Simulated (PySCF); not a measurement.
CH5AlOSe. Atoms are numbered in the order given.

```xyz
9

Al     1.0499    -0.5325     0.0000
H      2.6225    -0.4606     0.0000
O      0.3117    -2.0529     0.0000
C     -0.9381    -2.6556     0.0000
H     -1.7693    -1.9251     0.0000
H     -1.0595    -3.2981     0.8898
H     -1.0595    -3.2981    -0.8898
Se    -0.2980     1.3539     0.0000
H      0.8857     2.2285     0.0000
```

Geometry optimised at PBE0-D3(BJ)/def2-SVP. One conformer was computed; it need not be the lowest.

Computed with PBE0-D3(BJ)/def2-SVP (PySCF).

Frequencies are harmonic and unscaled.

```tsv
mode	ν (cm⁻¹)	IR (km/mol)	moving atoms (share of kinetic energy)
1	54	0.1	H 98 %
2	64	4.0	C 46 %, H 23 %, Se 18 %, Al 10 %
3	129	15.2	O 45 %, H 38 %, C 9 %
4	213	10.9	O 61 %, Al 15 %, H 11 %, Se 10 %
5	230	0.0	H 79 %, O 12 %, Al 9 %
6	381	20.0	Al 60 %, Se 22 %, H 13 %
7	463	106.9	H 83 %, Al 15 %
8	576	55.1	H 87 %
9	646	89.8	H 85 %
10	745	171.7	Al 48 %, C 18 %, H 17 %, O 17 %
11	1186	17.4	H 72 %, C 21 %
12	1190	0.2	H 76 %, C 19 %
13	1275	329.7	O 58 %, C 33 %
14	1472	1.7	H 97 %
15	1478	1.8	H 94 %
16	1485	19.9	H 90 %, C 9 %
17	1991	152.6	H 96 %
18	2453	6.5	H 99 %
19	3005	85.8	H 97 %
20	3087	47.8	H 91 %, C 9 %
21	3103	33.2	H 90 %, C 10 %
```
